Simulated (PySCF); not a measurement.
A GIAO shielding run with PySCF 2.14 (density fitting, non-relativistic, gas phase) on `CCCCC(N)=O`, C5H11NO:

```
$ OMP_NUM_THREADS=2 python probes_run.py task.json out

{"job": {"kind": "nmr", "xc": "B97-2", "basis": "pcSseg-2", "pop": false}, "charge": 0, "multiplicity": 1}
C     -2.831140    -0.199924     0.528016
C     -1.565142    -0.465627    -0.267361
C     -0.339064     0.188248     0.346698
C      0.923915    -0.081088    -0.445028
C      2.153563     0.574360     0.151311
N      3.325644     0.218986    -0.435897
O      2.108387     1.360991     1.072540
H     -2.735310    -0.568930     1.552926
H     -3.699294    -0.686659     0.078383
H     -3.041223     0.871554     0.584230
H     -1.694552    -0.104676    -1.294759
H     -1.400774    -1.547056    -0.346144
H     -0.203377    -0.164265     1.373640
H     -0.487526     1.269023     0.424166
H      1.102957    -1.159252    -0.531277
H      0.814006     0.287274    -1.472974
H      3.360721    -0.433751    -1.196164
H      4.177093     0.635032    -0.101861
```

Hardware: 2 threads of an Intel Xeon, shared host.

Question: How large is the calculation?

Answer: 56 electrons, 406 basis functions and 1040 auxiliary functions.

Question: How long does it take, and how much memory does it need?

Answer: 4.1 min of wall time, with 14 SCF cycles and 4 response iterations; peak memory 2.6 GiB. Times on a shared host scatter by some tens of per cent.

Question: And these other runs on the same molecule and hardware: GIAO shielding at KT3/pcSseg-2; GIAO shielding at PBE0/pcSseg-2; GIAO shielding at wB97X-D/pcSseg-2?

Answer: KT3/pcSseg-2: 406 functions, 3.3 min; PBE0/pcSseg-2: 406 functions, 3.3 min; wB97X-D/pcSseg-2: 406 functions, 4.3 min.
